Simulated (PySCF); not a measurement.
Tetraethylgermane, C8H20Ge.
Geometry (PBE0-D3(BJ)/def2-SVP, Å), atoms numbered from 1 in this order:
```
atom  x, y, z in Å
C1     1.6270    2.4131    0.1121
C2     0.8438    1.4535    0.9989
Ge3   -0.0214   -0.0122    0.0131
C4    -0.9721   -1.1707    1.2891
C5    -1.6544   -2.3692    0.6410
C6     1.3408   -1.0575   -0.9474
C7     2.4282   -1.6291   -0.0462
C8    -1.2969    0.7330   -1.2871
C9    -2.3375    1.6554   -0.6632
H10    2.0873    3.2322    0.6887
H11    2.4408    1.8976   -0.4235
H12    0.9832    2.8778   -0.6526
H13    0.0613    1.9909    1.5609
H14    1.5033    1.0017    1.7595
H15   -1.7078   -0.5486    1.8267
H16   -0.2450   -1.5023    2.0496
H17   -0.9309   -3.0159    0.1186
H18   -2.1772   -2.9994    1.3792
H19   -2.4030   -2.0569   -0.1052
H20    0.8231   -1.8649   -1.4926
H21    1.7797   -0.4055   -1.7217
H22    2.9734   -0.8336    0.4874
H23    2.0094   -2.3013    0.7203
H24    3.1751   -2.2099   -0.6121
H25   -1.7845   -0.1085   -1.8075
H26   -0.7170    1.2689   -2.0578
H27   -2.9206    1.1423    0.1190
H28   -3.0577    2.0338   -1.4071
H29   -1.8695    2.5339   -0.1901
```

Computed at PBE0/pcSseg-1 (PySCF, non-relativistic), with Q(73Ge) = −0.196 b: Ge3, 73Ge (I = 9/2): χzz = -0.604 MHz, η = 0.331.

**Question.** Where would the pure quadrupole (NQR) lines of 73Ge at Ge3 fall for the rigid, isolated species?

**Answer.** From the eigenvalues of H = χ/[4I(2I − 1)] × [3Iz² − I(I + 1) + η(Ix² − Iy²)], steps between neighbouring levels, labelled as for η = 0: ±1/2↔±3/2 0.043 MHz, ±3/2↔±5/2 0.047 MHz, ±5/2↔±7/2 0.074 MHz, ±7/2↔±9/2 0.100 MHz (germanium bonded to 4 C).

In a crystal, neighbours and librations shift these lines. The calculation is non-relativistic, for germanium too. With a basis this small, the couplings can be 20 % off.

These values come from a run that also computed NMR shieldings. On an Arm Neoverse V1 with one thread, on a shared host, this took 98 s.

One conformer stands for the species.
